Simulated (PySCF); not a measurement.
# Computed records: AlBClH$_{3}$

Computed with PySCF 2.14.0. Calculation on a computer-drawn molecule: optimised geometry and harmonic frequencies of an isolated molecule of the commonest isotopes, restricted reference for singlets and unrestricted otherwise, frozen core in MP2.

## AlBClH$_{3}$

Start structure:
```xyz
6
AlBClH3
Al     0.2952    -0.9947    -1.2444
B     -0.3361    -2.3988     0.2047
Cl     0.6023    -1.1165     1.0228
H      1.6923    -1.0624    -1.9179
H     -0.5041     0.3190    -1.5115
H     -0.7386    -3.1878     0.8364
```

* charge: 0
* multiplicity: 1
* method: HF
* basis: cc-pV(D+d)Z
* rotational constants: 28.38, 2.639, 2.505 GHz
* total energy: -727.8552 hartree
* convergence status largest gradient component: 3.628e-05 hartree/bohr

Drawn bonds:
```tsv
atom	other atom	order
1	2	1
2	3	1
1	4	1
1	5	1
2	6	1
```

Optimised structure:
```xyz
6
AlBClH3
Al     0.3189    -0.9011    -1.3778
B     -0.0979    -2.0590     0.3912
Cl     0.5591    -1.4822     1.9453
H      1.6276    -1.1791    -2.2249
H     -0.6665     0.2522    -1.8318
H     -0.7302    -3.0721     0.4880
```

Modes:
```tsv
frequency (cm⁻¹)	reduced mass (dalton)
104.4	1.129
140.6	6.02
384.3	1.067
513.8	3.184
639.7	1.447
755.8	1.529
808.8	2.082
854.6	1.517
1105	1.258
1976	1.059
1979	1.025
2717	1.092
```
